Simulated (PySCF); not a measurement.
1-bromo-3-chloropropa-1,2-diene (C3H2BrCl), SMILES ClC=C=CBr. Geometry optimised at PBE-D3(BJ)/def2-SVP.

Computed equilibrium geometry at PBE-D3(BJ)/def2-SVP (PySCF confirms it by a frequency run) as bond lengths and angles:
Atoms: Cl1 C2 C3 C4 Br5 H6 H7. Bonds (Å): Cl1–C2 1.746, C2–C3 1.318, C2–H6 1.103, C3–C4 1.313, C4–Br5 1.910, C4–H7 1.102. Bond angles (°): Cl1–C2–C3 123.6, Cl1–C2–H6 113.4, C3–C2–H6 123.1, C2–C3–C4 179.3, C3–C4–Br5 123.2, C3–C4–H7 124.1, Br5–C4–H7 112.7.
Charge 0, spin multiplicity 1.
